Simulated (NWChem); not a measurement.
Species: B$_{2}$F$_{3}$ cation

```xyz
5

F      0.0000     0.0000    -2.2953
B      0.0000     0.0000    -1.0747
B      0.0000     0.0000     0.6957
F      0.0000     1.1550     1.2529
F      0.0000    -1.1550     1.2529
```
Atoms are numbered in this order, from 1.

All runs: NWChem. Medium grid unless said otherwise, to which SCAN and Minnesota functionals are sensitive. Structure relaxed at the PBE0/def2-SVP level.

For level MN15-L/def2-SVP:

```
Quantity                      Value
---------------------------  ------
highest occupied level (eV)  -16.92
orbital gap (eV)               6.69
```

### Question
What are these values for level B3LYP/def2-SVP?

### Answer
* **highest occupied level (eV)**: -17.74
* **orbital gap (eV)**: 7.67
